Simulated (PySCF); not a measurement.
Two species compared at the same levels of theory.

First species: C₃H₁₁OPSi₃.
SMILES: `C=C[SiH2]P([SiH3])[SiH2]C=O`

Second species: C5H9N3S.
Z-matrix (Å and degrees, GFN2-xTB geometry), rows numbered from 1:
```
C 
C   1  1.5262
N   2  1.4340  1  111.05
N   3  1.3094  2  122.65  1   -88.00
C   4  1.3211  3  105.24  2   177.74
C   5  1.4052  4  107.59  3    -0.14
S   6  1.7378  5  128.24  4   179.72
C   7  1.8145  6   99.15  5  -179.68
N   3  1.3170  2  122.43  1    89.34
H   1  1.0864  2  109.84  3   178.16
H   1  1.0873  2  110.35  3   -61.82
H   1  1.0872  2  110.06  3    58.31
H   2  1.0920  1  110.36  3  -118.89
H   2  1.0919  1  110.45  3   119.27
H   5  1.0682  4  122.77  3   179.64
H   8  1.0850  7  108.98  6    59.41
H   8  1.0849  7  106.72  6   179.19
H   8  1.0850  7  109.05  6   -61.07
```

Levels: PBE0/pcSseg-1 for dipole moment, HOMO energy, LUMO energy and HOMO–LUMO gap; GFN2-xTB for rotational constant A and rotational constant C. Geometries: GFN2-xTB. Each species is one conformer at its optimised geometry, gas phase, non-relativistic unless stated. Electronic properties by PySCF.

Dipoles, sizes and rotational constants follow the conformer. The torsions of the flexible species, by atom-mapped SMILES:
- `[CH2:1]=[CH:2][SiH2:3][P:4]([SiH3:5])[SiH2:6][CH:7]=[O:8]`: C1–C2–Si3–P4 135°, C2–Si3–P4–Si5 -86°, Si3–P4–Si6–C7 21°, P4–Si6–C7–O8 -18°
- `[CH3:1][CH2:2][n:3]1[n:4][cH:5][c:6]([S:7][CH3:8])[n:9]1`: C1–C2–N3–N4 -88°, C5–C6–S7–C8 180°

| property | column X | column Y |
| --- | --- | --- |
| dipole moment | 2.03 D | 1.60 D |
| HOMO energy | -6.18 eV | -6.90 eV |
| LUMO energy | -0.01 eV | -1.78 eV |
| HOMO–LUMO gap | 6.17 eV | 5.12 eV |
| rotational constant A | 3.064 GHz | 1.261 GHz |
| rotational constant C | 0.695 GHz | 0.547 GHz |

Which column belongs to which species?

Column X is the second species and column Y the first. The first has 19 atoms and 94 electrons, the second 18 and 76.

How does each property change from the first species to the second?

dipole moment +0.43 D; HOMO energy +0.72 eV; LUMO energy +1.77 eV; HOMO–LUMO gap +1.05 eV; rotational constant A +1.803 GHz; rotational constant C +0.148 GHz.

On the first: The dipole matches unit charges of opposite sign 0.33 Å apart (1 e·Å = 4.8032 D). A dipole of 1.60 D is allowed in C1, and pure rotational transitions are dipole-allowed.

On the second: The dipole equals about 6.8 × 10⁻³⁰ C·m (1 D = 3.33564 × 10⁻³⁰ C·m). A dipole of 2.03 D is allowed in C1, and pure rotational transitions are dipole-allowed.
